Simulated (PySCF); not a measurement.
Method: core-valence-separated Tamm–Dancoff BHandHLYP/aug-pcX-1 (pcseg-1 on H, def2-SVPD on S) in PySCF, non-relativistic, gas phase, PBE0-D3(BJ)/def2-SVP geometry. Absolute energies from this functional tend to lie a few eV below measured edges; no shift was applied.

Main lines of an unknown, eV (oscillator strength): C K: 285.5 (0.011), 286.2 (0.056), 286.3 (0.025), 286.4 (0.026), 286.7 (0.011); O K: 532.6 (0.068), 533.0 (0.043), 533.0 (0.026), 533.1 (0.028), 533.9 (0.023). Listed: the first five lines at most of each edge with a tenth or more of its strongest line's intensity; roots within 0.03 eV on the same or equivalent atoms are summed. Only the lowest roots were sought, and the top ones are left out.

Question: Which candidate gives them?
A. `CC(C)S(=O)(=O)O`
B. `CS(=O)(=O)CCO`
C. `CCOS(C)(=O)=O`

Answer: C. 

- `CCOS(C)(=O)=O`: C K: 285.5 (0.011), 286.2 (0.056), 286.3 (0.025), 286.4 (0.026), 286.7 (0.011); O K: 532.6 (0.068), 533.0 (0.043), 533.0 (0.026), 533.1 (0.028), 533.9 (0.023). First C line listed at 285.5 eV, hole on the methyl carbon; first O line listed at 532.6 eV, hole on the sulfonyl oxygen.
- `CC(C)S(=O)(=O)O`: C K: 285.7 (0.011), 285.8 (0.010), 286.2 (0.061), 286.5 (0.028), 286.5 (0.030); O K: 532.5 (0.033), 532.6 (0.034), 532.8 (0.027), 532.9 (0.024), 533.1 (0.038). First C line listed at 285.7 eV, hole on the methyl carbon; first O line listed at 532.5 eV, hole on the sulfonyl oxygen.
- `CS(=O)(=O)CCO`: C K: 286.1 (0.065), 286.1 (0.047), 286.6 (0.018), 287.1 (0.034), 287.1 (0.020); O K: 532.3 (0.073), 533.2 (0.027), 533.3 (0.024), 533.6 (0.016), 533.7 (0.011). First C line listed at 286.1 eV, hole on the sp3 carbon bound to sulfur; first O line listed at 532.3 eV, hole on the sulfonyl oxygen.

One conformer each; other structures than these candidates weren't tested.

Shape of the structure used: `[CH3:1][CH2:2][O:3][S:4]([CH3:5])(=[O:6])=[O:7]`: C1–C2–O3–S4 -128°, C2–O3–S4–C5 -93°.
